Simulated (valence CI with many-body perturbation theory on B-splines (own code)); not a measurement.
Energy levels of Ru37+

Level of theory: configuration interaction combined with many-body perturbation theory (CI+MBPT): five valence electrons over a frozen Dirac-Fock core [He], a basis of 11 s, 11 p, 10 d, 8 f, 5 g, 2 h functions for each j, with the one-electron correlation potential Σ1 (screened to all orders), the two-electron term Σ2, the three-electron term Σ3, Breit, model QED; selected single and double excitations, second order for the rest, scaled by the run's own slope (own B-spline code, finite nucleus).

No measured spectrum was set against this ion. As an estimate, large intervals hold to a few tenths of a per cent, small ones and those within an open d or f shell to about a per cent. Among the levels kept, up to 11000 cm⁻¹ of a level comes from second order outside the variational space, and about a tenth of that is noise between levels of different J, which matters for small intervals.

Levels 46 to 90 of 203, with energies above the lowest level, (2s^2 2p1/2^2 2p3/2) J=3/2. "Leading %" is the weight of the configuration and term that name the level; weights of strongly mixed levels are sums over their largest components and can fall short. In the jj column 3d3/2^4 stands for four electrons in 3d with j = 3/2. Lifetimes count E1, E2, E3, M1 and M2 decay at the calculated energies, and are blank where another channel may lead or the interval is too uncertain; long ones can be off by a factor of two.

| No. | Configuration | Term | J | E (eV) | Leading % | Lifetime | Second component | Leading jj |
| --- | --- | --- | --- | --- | --- | --- | --- | --- |
| 46 | 2s2 2p2 3d | 4D | 3/2 | 3231.7 | 40 | 10.9 fs | 26 % 2s2 2p2 3d 2D | 2s^2 2p1/2 2p3/2 3d5/2 (74 %) |
| 47 | 2s2 2p2 3d | 2G | 9/2 | 3236.6 | 56 | 105 ps | 44 % 2s2 2p2 3d 4F | 2s^2 2p1/2 2p3/2 3d5/2 (98 %) |
| 48 | 2s2 2p2 3d | 4D | 5/2 | 3238.8 | 38 | 5.41 fs | 27 % 2s2 2p2 3d 2F | 2s^2 2p1/2 2p3/2 3d5/2 (50 %) |
| 49 | 2s2 2p2 3d | 4P | 3/2 | 3239.5 | 44 | 4.38 fs | 28 % 2s2 2p2 3d 2P | 2s^2 2p1/2 2p3/2 3d3/2 (74 %) |
| 50 | 2s2 2p2 3d | 4P | 1/2 | 3241.9 | 42 | 4.70 fs | 31 % 2s2 2p2 3d 2S | 2s^2 2p1/2 2p3/2 3d3/2 (90 %) |
| 51 | 2s2 2p2 3s | 2S | 1/2 | 3246.8 | 57 | 12.0 fs | 13 % 2s2 2p2 3s 4P | 2s^2 2p3/2^2 3s (77 %) |
| 52 | 2s2 2p2 3d | 2D | 5/2 | 3249.0 | 59 | 4.35 fs | 17 % 2s2 2p2 3d 4P | 2s^2 2p1/2 2p3/2 3d5/2 (84 %) |
| 53 | 2s2 2p2 3d | 2F | 7/2 | 3252.1 | 58 | 4.45 fs | 26 % 2s2 2p2 3d 2G | 2s^2 2p1/2 2p3/2 3d5/2 (88 %) |
| 54 | 2s2 2p2 3d | 2D | 3/2 | 3253.4 | 62 | 6.39 fs | 25 % 2s2 2p2 3d 2P | 2s^2 2p1/2 2p3/2 3d5/2 (96 %) |
| 55 | 2s 2p3 3p | 6P | 3/2 | 3257.7 | 40 | 256 fs | 23 % 2s 2p3 3p 4P | 2s 2p1/2^2 2p3/2 3p1/2 (87 %) |
| 56 | 2s2 2p2 3d | 2P | 1/2 | 3257.8 | 57 | 7.79 fs | 21 % 2s2 2p2 3d 2S | 2s^2 2p1/2 2p3/2 3d5/2 (79 %) |
| 57 | 2s 2p3 3s | 4D° | 1/2 | 3258.6 | 46 | 44.0 fs | 33 % 2s 2p3 3s 2P° | 2s 2p1/2^2 2p3/2 3s (91 %) |
| 58 | 2s 2p3 3p | 6P | 5/2 | 3260.0 | 29 | 79.4 fs | 18 % 2s 2p3 3p 4P | 2s 2p1/2^2 2p3/2 3p1/2 (83 %) |
| 59 | 2s 2p3 3s | 2P° | 3/2 | 3261.6 | 26 | 79.7 fs | 21 % 2s 2p3 3s 2D° | 2s 2p1/2^2 2p3/2 3s (92 %) |
| 60 | 2s2 2p2 3p | 2P° | 3/2 | 3274.7 | 26 | 1.24 ps | 21 % 2s2 2p2 3p 4S° | 2s^2 2p3/2^2 3p1/2 (95 %) |
| 61 | 2s2 2p2 3p | 2D° | 5/2 | 3278.2 | 46 | 3.24 ps | 24 % 2s2 2p2 3p 2F° | 2s^2 2p3/2^2 3p1/2 (95 %) |
| 62 | 2s 2p3 3p | 6P | 7/2 | 3295.5 | 50 | 1.42 ps | 36 % 2s 2p3 3p 4D | 2s 2p1/2^2 2p3/2 3p3/2 (89 %) |
| 63 | 2s2 2p2 3p | 2P° | 1/2 | 3301.5 | 59 | 2.31 ps | 26 % 2s2 2p2 3p 2S° | 2s^2 2p3/2^2 3p3/2 (55 %) |
| 64 | 2s 2p3 3p | 4P | 3/2 | 3301.9 | 43 | 26.6 fs | 19 % 2s 2p3 3p 2P | 2s 2p1/2^2 2p3/2 3p3/2 (91 %) |
| 65 | 2s2 2p2 3p | 2D° | 5/2 | 3304.5 | 52 | 2.87 ps | 33 % 2s2 2p2 3p 4P° | 2s^2 2p3/2^2 3p3/2 (96 %) |
| 66 | 2s2 2p2 3p | 4D° | 7/2 | 3305.1 | 54 | 3.88 ps | 42 % 2s2 2p2 3p 2F° | 2s^2 2p3/2^2 3p3/2 (94 %) |
| 67 | 2s 2p3 3p | 4D | 1/2 | 3305.3 | 39 | 145 fs | 24 % 2s 2p3 3p 4P | 2s 2p1/2^2 2p3/2 3p1/2 (68 %) |
| 68 | 2s 2p3 3p | 4F | 3/2 | 3309.1 | 31 | 49.0 fs | 26 % 2s 2p3 3p 2D | 2s 2p1/2^2 2p3/2 3p1/2 (93 %) |
| 69 | 2s 2p3 3p | 4P | 5/2 | 3310.3 | 38 | 26.0 fs | 24 % 2s 2p3 3p 6P | 2s 2p1/2^2 2p3/2 3p3/2 (86 %) |
| 70 | 2s2 2p2 3p | 2P° | 1/2 | 3312.3 | 81 | 3.40 ps | 9 % 2s2 2p2 3p 4P° | 2s^2 2p3/2^2 3p1/2 (56 %) |
| 71 | 2s 2p3 3p | 4P | 1/2 | 3315.8 | 41 | 12.6 fs | 29 % 2s 2p3 3p 2P | 2s 2p1/2^2 2p3/2 3p3/2 (66 %) |
| 72 | 2s 2p3 3s | 4D° | 5/2 | 3328.0 | 47 | 71.3 fs | 36 % 2s 2p3 3s 6S° | 2s 2p1/2 2p3/2^2 3s (89 %) |
| 73 | 2s2 2p2 3p | 2P° | 3/2 | 3331.2 | 60 | 320 fs | 15 % 2s2 2p2 3p 2D° | 2s^2 2p3/2^2 3p3/2 (90 %) |
| 74 | 2s2 2p2 3p | 2P° | 3/2 | 3341.4 | 29 | 69.8 fs | 22 % 2s 2p3 3s 4S° | 2s 2p1/2 2p3/2^2 3s (53 %) |
| 75 | 2s2 2p2 3p | 2P° | 3/2 | 3345.1 | 33 | 111 fs | 13 % 2s 2p3 3s 2D° | 2s^2 2p3/2^2 3p3/2 (61 %) |
| 76 | 2s 2p3 3p | 4F | 5/2 | 3350.0 | 22 | 40.4 fs | 19 % 2s 2p3 3p 2D | 2s 2p1/2^2 2p3/2 3p3/2 (92 %) |
| 77 | 2s 2p3 3d | 6D° | 5/2 | 3350.5 | 40 | 80.5 fs | 27 % 2s 2p3 3d 4D° | 2s 2p1/2^2 2p3/2 3d3/2 (87 %) |
| 78 | 2s 2p3 3d | 6D° | 7/2 | 3351.6 | 38 | 82.0 fs | 16 % 2s 2p3 3d 4F° | 2s 2p1/2^2 2p3/2 3d3/2 (55 %) |
| 79 | 2s 2p3 3d | 6D° | 3/2 | 3351.9 | 49 | 43.8 fs | 18 % 2s 2p3 3d 4P° | 2s 2p1/2^2 2p3/2 3d3/2 (87 %) |
| 80 | 2s 2p3 3d | 6D° | 1/2 | 3352.5 | 52 | 147 fs | 35 % 2s 2p3 3d 4P° | 2s 2p1/2^2 2p3/2 3d3/2 (88 %) |
| 81 | 2s 2p3 3s | 4D° | 7/2 | 3355.2 | 82 | 50.3 fs | 4 % 2s 2p3 3d 6D° | 2s 2p1/2 2p3/2^2 3s (82 %) |
| 82 | 2s 2p3 3p | 4D | 3/2 | 3356.8 | 24 | 42.0 fs | 15 % 2s 2p3 3p 2P | 2s 2p1/2^2 2p3/2 3p3/2 (91 %) |
| 83 | 2s 2p3 3d | 6D° | 9/2 | 3358.7 | 51 | 78.9 ps | 36 % 2s 2p3 3d 4F° | 2s 2p1/2^2 2p3/2 3d5/2 (90 %) |
| 84 | 2s 2p3 3p | 4P | 1/2 | 3360.2 | 50 | 309 fs | 12 % 2s 2p3 3p 2S | 2s 2p1/2^2 2p3/2 3p3/2 (91 %) |
| 85 | 2s 2p3 3s | 2D° | 5/2 | 3367.5 | 71 | 34.1 fs | 20 % 2s 2p3 3s 4D° | 2s 2p1/2 2p3/2^2 3s (93 %) |
| 86 | 2s2 2p2 3d | 2D | 3/2 | 3370.1 | 39 | 6.18 fs | 20 % 2s2 2p2 3d 4P | 2s^2 2p3/2^2 3d3/2 (95 %) |
| 87 | 2s2 2p2 3d | 2D | 5/2 | 3370.7 | 27 | 6.18 fs | 26 % 2s2 2p2 3d 4D | 2s^2 2p3/2^2 3d3/2 (84 %) |
| 88 | 2s2 2p2 3d | 2F | 7/2 | 3371.0 | 46 | 58.2 fs | 40 % 2s2 2p2 3d 4D | 2s^2 2p3/2^2 3d5/2 (92 %) |
| 89 | 2s2 2p2 3d | 2P | 1/2 | 3371.5 | 66 | 9.44 fs | 18 % 2s2 2p2 3d 4P | 2s^2 2p3/2^2 3d3/2 (66 %) |
| 90 | 2s2 2p2 3d | 4F | 9/2 | 3373.0 | 55 | 104 ps | 44 % 2s2 2p2 3d 2G | 2s^2 2p3/2^2 3d5/2 (97 %) |
